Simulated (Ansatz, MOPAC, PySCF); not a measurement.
Dissociation curve of SMILES C([BH3-])#[O+] (CH₃BO). The B1–C5 bond (B1 also carries H, H, H; C5 carries O) is varied alone, starting from the PBE0/def2-TZVP optimised geometry.

- RHF/3-21G = restricted Hartree-Fock/3-21G (PySCF)
- RCCSD(T) = Ansatz (a quantum-chemistry and plane-wave program) with CCSD(T) on RHF/cc-pVTZ, frozen core
- PM6, restricted, heats of formation (MOPAC)
- UCCSD(T) = CCSD(T) on UHF/cc-pVTZ, frozen core run with Ansatz

Energies relative to the lowest point of each curve near equilibrium, in kcal/mol:

| R / Å | RHF/3-21G | RCCSD(T) | PM6 |
|---|---|---|---|
| 1.30 | 29.4 | 23.1 | 24.5 |
| 1.35 | 18.1 | 13.2 | 13.2 |
| 1.51 | 1.7 | 0.4 | 0.0 |
| 1.55 | 0.6 | 0.0 | 0.3 |
| 1.66 | 0.3 | 1.7 | 4.9 |
| 1.77 | 2.4 | 5.6 | 12.5 |
| 2.07 | 10.0 | 17.2 | 34.0 |
| 2.24 | 13.5 | 22.3 | 42.9 |
| 2.47 | 17.2 | 27.2 | 50.8 |
| 3.30 | 24.9 | 34.4 | 58.9 |
| 3.70 | 26.6 | 35.5 | 59.5 |
| 4.05 | 27.4 | 36.0 | 59.7 |

Problem. Predict the corresponding UCCSD(T) column.

Solution. 1.30: 23.1; 1.35: 13.2; 1.51: 0.4; 1.55: 0.0; 1.66: 1.7; 1.77: 5.6; 2.07: 17.2; 2.24: 22.3; 2.47: 27.2; 3.30: 34.4; 3.70: 35.5; 4.05: 36.0 (kcal/mol).
